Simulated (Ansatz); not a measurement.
## Two structures, one formula

Two relaxed structures of SiH3Te (charge +1), closed shell (PBE0-D4/def2-TZVP; forces vanish, vibrations not checked).

A:

```json
{"atom": "Si1", "x (Å)": "-0.4175", "y (Å)": "-0.8377", "z (Å)": "0.1911"}
{"atom": "Te2", "x (Å)": "1.3779", "y (Å)": "1.0290", "z (Å)": "-0.5628"}
{"atom": "H3", "x (Å)": "2.2950", "y (Å)": "0.8117", "z (Å)": "0.8045"}
{"atom": "H4", "x (Å)": "0.7944", "y (Å)": "-1.7582", "z (Å)": "0.1792"}
{"atom": "H5", "x (Å)": "0.5603", "y (Å)": "2.3066", "z (Å)": "0.1125"}
```

B:

Si1  (-0.183, -0.697, 0.015)
Te2  (1.379, 1.076, 0.069)
H3  (-1.628, -0.447, -0.121)
H4  (0.315, -2.080, 0.120)
H5  (0.117, 2.148, -0.083)
(Å)

Computed with Ansatz 0.2.0 (basis: def2-TZVPP); correlated methods freeze the cores. Filled d shells of the heavier atoms are correlated. Core potentials replace the inner electrons of the atoms past krypton. The def2 sets are not built for correlating such inner shells, so the correlated values are less sure here. B3LYP uses VWN-RPA correlation.

Q: Which structure is lower at CCSD(T), and by how much? (An estimate is asked for; the value comes from the calculation.)

A: By the calculation: B, by 1.178 eV (electronic energy, against the other). By their contacts, A is SiH₃Te ([SiH][TeH2]), total charge +1 and B is SiH₃Te ([SiH2][TeH]), total charge +1.

All methods give the same order:

| method | E(B) − E(A) (eV) |
| --- | --- |
| PBE-D4 | -1.195 |
| r2SCAN-D4 | -1.355 |
| PBE0-D4 | -1.232 |
| B3LYP-D4 | -1.166 |
| wB97M-V | -1.091 |
| HF | -1.221 |
| MP2 | -1.361 |
| CCSD | -1.136 |
| CCSD(T) | -1.178 |

The T1 diagnostic stays at or below 0.017. The restricted Hartree–Fock reference is unstable towards an unrestricted one at one or more of these structures.

Labels in which every atom is bracketed show which atoms are joined, not bond orders.

For scale, one of the runs: CCSD(T)/def2-TZVPP, 134 basis functions, launched by `ansatz run in.yaml --threads 2 --pin off --events-out ev --progress --plain --max-ram 4352MiB`. Time: 14 s of wall clock on 2 CPU threads of an Arm Neoverse V1; the host was shared. Peak host memory: 0.73 GiB.
